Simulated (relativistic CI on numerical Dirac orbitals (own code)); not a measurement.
**Rb XVI: what numerical and physical settings do to a radial Dirac CI calculation**

Reference input:

```
atom Rb  Z=37  charge=15  electrons=22
nucleus A=85  rms_radius_fm=4.2036
hamiltonian dirac-coulomb  breit=on  qed=on  c_scale=1
orbitals kli  potential=per-configuration
slater_scale 1
correlation none
mixing on
grid step=0.0125 r_max=9.3
scf mixing=0.4 start=green max_iterations=150 tolerance=2e-08 node_fill=0.05
configurations
  [Ar] 3d4
  [Ne] 3s2 3p5 3d5
  [Ne] 3s 3p6 3d5
  [Ne] 3p6 3d6
  [Ar] 3d3 4s
end
```

Computed lowest total energy -2869.26375 Ha, first excitation 2904.0 cm⁻¹, 51 SCF steps. Runs with settings changed; * marks those that are bad on purpose (the QED terms keep the true α when c is scaled):

```tsv
Changed	Outcome	Lowest level	ΔE (Ha)	First excitation (cm⁻¹)	SCF steps	Message
Slater scale 0.5	converged	3s²3p⁶3d⁴ ⁵D0	0.187	5229.7	51	
iteration limit 20	converged	3s²3p⁶3d⁴ ⁵D0	0	2904.0	51	
speed of light × 10	converged	3s²3p⁶3d⁴ ⁵D0	39.4	16.0	50	
end of the grid at 13.95 bohr	converged	3s²3p⁶3d⁴ ⁵D0	-9.09e-13	2904.0	51	
Slater scale 2 *	converged	3s²3p⁶3d⁴ ⁵D0	-0.417	2066.9	51	
charge 17 *	refused				0	configuration [Ar] 3d4 has 22 electrons, the ion has 20
```
